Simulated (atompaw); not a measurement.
# An all-electron radial function and its pseudo partner (ruthenium)

Columns: radius, all-electron u(r) and pseudo u(r) of the 4d shell (level -12.80 eV) of ruthenium in the configuration [Kr] 4d7 5s0 5p0; LDA (PW92), scalar-relativistic, PAW (atompaw) scheme, atompaw 4.2.0.5.

```tsv
r (bohr)	all-electron	pseudo
0.115	-0.2044	0.0004
0.231	-0.3960	0.0032
0.346	-0.2981	0.0106
0.462	-0.0501	0.0245
0.577	0.2170	0.0457
0.692	0.4443	0.0748
0.808	0.6143	0.1120
0.923	0.7253	0.1555
1.038	0.7887	0.2041
1.154	0.8160	0.2559
1.269	0.8170	0.3076
1.385	0.8001	0.3575
1.500	0.7718	0.4022
1.615	0.7365	0.4400
1.731	0.6967	0.4692
1.846	0.6555	0.4884
1.962	0.6134	0.4974
2.077	0.5723	0.4964
2.192	0.5324	0.4865
2.308	0.4937	0.4687
2.423	0.4573	0.4453
2.538	0.4228	0.4181
2.654	0.3900	0.3887
2.769	0.3595	0.3594
2.885	0.3308	0.3308
3.000	0.3042	0.3042
```

(1) How many radial nodes do the two functions have?

(2) Where does each function peak?

(3) Is the pseudo-wave norm-conserving?

Answers

(1) The all-electron 4d function has n − l − 1 = 1; the pseudo-wave has 0, since the states of the same l below it are removed with the core.

(2) Outermost all-electron maximum near 1.27 bohr, pseudo maximum near 1.96 bohr (to the table’s step).

(3) No, it belongs to a PAW set: the norm inside the radius is not constrained, and the difference is carried by the augmentation charge.
